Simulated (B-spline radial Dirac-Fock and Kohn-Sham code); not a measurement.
## Pm: input and output of one calculation

ΔSCF core binding energies without Breit or QED terms, calculated with a B-spline atomic structure program. Keys: rel is the Hamiltonian (dirac, or spin-free x2c and nr, where L3 and M5 stand for the whole 2p and 3d shells), method is hf or an exchange,correlation pair (spin-unpolarised, also for the hole states), nuc the nuclear model, radius_factor scales its radius, rmax is the box in bohr, h the logarithmic mesh step, order the B-spline order, points the quadrature points per cell, c_factor scales the speed of light, and damp, ndamp, maxit and tol steer the iteration. The run stops when the commutator error falls below 10·tol·max(1, Z/10), or the numerical noise floor, and the energy has settled to about 1e-8 Ha; the virial ratio is −V/T.

Input (task.json):

```json
{"items": [{"Z": 61, "q": 0, "cfg": [[1, 0, 2], [2, 0, 2], [2, 1, 6], [3, 0, 2], [3, 1, 6], [3, 2, 10], [4, 0, 2], [4, 1, 6], [4, 2, 10], [4, 3, 5], [5, 0, 2], [5, 1, 6], [6, 0, 2]], "A": 145, "rrms": 4.962, "do": "settings", "holes": ["K", "L3", "M5"],
  "settings": [{"rel": "dirac", "method": "hf", "nuc": "fermi", "radius_factor": 100.0, "rmax": 45.0, "h": 0.3, "order": 8, "points": 10, "c_factor": 1.0, "maxit": 70, "damp": 0.5, "ndamp": 3, "tol": 1e-08}]}]}
```

Command: `python xray2_run.py task.json out`

Ground-state iterations:

```
iter   energy (Ha)        error
   1    -9110.01564027  2.79e+00
   2    -9115.95834641  9.03e-01
   3    -9128.70226184  1.86e-01
   4    -9129.44122033  5.49e-02
   5    -9129.54905338  1.12e-02
   6    -9129.55527720  4.43e-03
   7    -9129.55620147  2.38e-03
   8    -9129.55638032  1.35e-03
   9    -9129.55643997  1.42e-04
  10    -9129.55644178  3.41e-05
  11    -9129.55644188  3.97e-06
  12    -9129.55644188  9.39e-07
  13    -9129.55644188  7.92e-08
```

The ground state converged in 13 iterations, with total energy -9129.55644 Ha, virial ratio 2.06744 and highest orbital energy -4.35 eV. ΔSCF binding energies: K (1s) 35341.9 eV, L3 (2p3/2) 6537.8 eV, M5 (3d5/2) 1052.2 eV.

Q: One setting is unsound. Which, and why?

A: radius_factor inflates the nucleus far beyond its size, which weakens the binding of the inner electrons. With the default settings (Dirac Hartree-Fock): The ground state converged in 13 iterations, with total energy -10022.09236 Ha, virial ratio 1.92494 and highest orbital energy -4.80 eV. ΔSCF binding energies: K (1s) 45371.2 eV, L3 (2p3/2) 6478.1 eV, M5 (3d5/2) 1033.8 eV.
